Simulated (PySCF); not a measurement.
Geometry:
| atom | x (Å) | y (Å) | z (Å) |
| --- | --- | --- | --- |
| Si1 | -0.137 | -0.006 | -0.207 |
| C2 | -0.261 | -0.129 | 1.679 |
| C3 | 0.489 | -1.315 | 2.277 |
| H4 | -1.333 | -0.183 | 1.941 |
| H5 | 0.102 | 0.820 | 2.113 |
| H6 | 0.361 | -1.380 | 3.370 |
| H7 | 0.143 | -2.268 | 1.846 |
| H8 | 1.572 | -1.249 | 2.082 |
| C9 | 1.676 | 0.024 | -0.741 |
| C10 | 2.494 | 1.152 | -0.118 |
| H11 | 1.708 | 0.088 | -1.843 |
| H12 | 2.124 | -0.953 | -0.488 |
| H13 | 3.545 | 1.131 | -0.448 |
| H14 | 2.091 | 2.143 | -0.383 |
| H15 | 2.498 | 1.090 | 0.983 |
| C16 | -1.010 | 1.568 | -0.791 |
| C17 | -2.498 | 1.644 | -0.459 |
| H18 | -0.857 | 1.648 | -1.882 |
| H19 | -0.478 | 2.430 | -0.351 |
| H20 | -2.956 | 2.576 | -0.827 |
| H21 | -3.057 | 0.809 | -0.910 |
| H22 | -2.675 | 1.603 | 0.628 |
| C23 | -0.988 | -1.507 | -0.951 |
| C24 | -0.390 | -2.442 | -1.700 |
| H25 | -2.060 | -1.642 | -0.747 |
| H26 | 0.676 | -2.390 | -1.950 |
| H27 | -0.931 | -3.306 | -2.103 |

Geometry: PBE0-D3(BJ)/def2-SVP; GIAO shifts from PySCF 2.14.0 with density-fitted response routines, gas phase, non-relativistic, averaged over equivalent atoms.

At PBE0/pcSseg-1 (250 basis functions, 3.8 min wall time on 1 thread of an Intel Xeon, shared host):
```tsv
atoms	δ (ppm)
Si1	-1.7
C23	145.4
C24	142.6
C3/C10/C17	8.6
C2/C9/C16	4.4
H25	6.50
H26/H27	6.11
H6/H7/H8/H13/H14/H15/H20/H21/H22	0.97
H4/H5/H11/H12/H18/H19	0.51
```

Scale: 29Si (σref 351.99), 13C (σref 184.41), 1H (σref 31.27) vs TMS (reference shieldings calculated alike).

Problem. Predict the values at KT2/pcSseg-1 on the same geometry.

Solution. 
```tsv
atoms	δ at KT2/pcSseg-1	change
Si1	-4.4	-2.7
C23	134.0	-11.4
C24	131.9	-10.7
C3/C10/C17	9.5	+0.9
C2/C9/C16	6.1	+1.7
H25	6.30	-0.20
H26/H27	5.90	-0.21
H6/H7/H8/H13/H14/H15/H20/H21/H22	1.01	+0.04
H4/H5/H11/H12/H18/H19	0.64	+0.13
```

References, each an isolated molecule treated in the same way: TMS for 29Si (σref 361.05) and 13C (σref 183.22) and 1H (σref 31.18).

The largest change is at C23 (carbon bonded to C, Si, H). Cost: 250 basis functions, 4.2 min wall time on 1 thread of an Intel Xeon, shared host. The order of the carbon signals is the same at both levels.
